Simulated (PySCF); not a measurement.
# Electronic structure of Ru⁺ (ruthenium, charge +1) at the PBE0 level

Configuration: [Kr] 4d7, high-spin 4F determinant. Calculation: PySCF 2.14, in def2-SVP with the def2 core potential (28 electrons); scalar relativity through the core potential.

```
Total energy                : -94.4933 hartree
One-electron energy         : -160.5603 hartree
Hartree (Coulomb) energy    : 76.0582 hartree
Exchange-correlation energy : -9.9912 hartree
⟨S²⟩                        : 3.7517
⟨L²⟩                        : 12.016
Sum of ⟨r⟩                  : 20.52 bohr
Sum of ⟨r²⟩                 : 34.20 bohr²
Time after the integrals    : 0.26 s of wall time on 1 thread of Neoverse-V2 (shared host)
```

```json
{"shell": "4s α", "electrons": "1", "mean orbital energy (hartree)": "-3.34351", "spread (hartree)": "0", "rms radius, mean of both spins (bohr)": "1.09"}
{"shell": "4s β", "electrons": "1", "mean orbital energy (hartree)": "-3.24225", "spread (hartree)": "0", "rms radius, mean of both spins (bohr)": "1.09"}
{"shell": "4p α", "electrons": "3", "mean orbital energy (hartree)": "-2.18652", "spread (hartree)": "0", "rms radius, mean of both spins (bohr)": "1.21"}
{"shell": "4p β", "electrons": "3", "mean orbital energy (hartree)": "-2.06974", "spread (hartree)": "0", "rms radius, mean of both spins (bohr)": "1.21"}
{"shell": "4d α", "electrons": "5", "mean orbital energy (hartree)": "-0.54817", "spread (hartree)": "0.03168", "rms radius, mean of both spins (bohr)": "1.81"}
{"shell": "4d β", "electrons": "2", "mean orbital energy (hartree)": "-0.48305", "spread (hartree)": "0", "rms radius, mean of both spins (bohr)": "1.81"}
```

Energies and moments cover only the electrons outside the core potential.
